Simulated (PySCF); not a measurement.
GeH2, SMILES [GeH2] (connectivity only; charge and spin as stated), neutral, multiplicity 1. Atoms are numbered in the order given.

```xyz
3

Ge     0.0000     0.0000     0.0659
H      0.0000    -1.1340    -1.0542
H      0.0000     1.1340    -1.0542
```

The structure is a stationary point at PBE0-D3(BJ)/def2-TZVPD. The isomer is the one that the SMILES or the coordinates give; other isomers of the formula were not compared.

The numbers are results of PBE/def2-TZVPD in PySCF, not measurements.

The molecule is in vacuum.

Computed frontier levels, gap, dipole moment and polarisability:
| Property | Result |
|---|---|
| highest occupied level | -5.89 eV |
| lowest empty level | -3.95 eV |
| orbital gap | 1.94 eV |
| dipole moment | 0.041 e·Å |
| quadrupole, principal values (traceless, Buckingham form, about the centre of nuclear charge) | -3.75, -1.37, 5.12 D·Å |
| mean static polarisability | 38.7 bohr³ (5.73 Å³) |
| polarisability, principal values | 30.5, 41.6, 43.9 bohr³ |
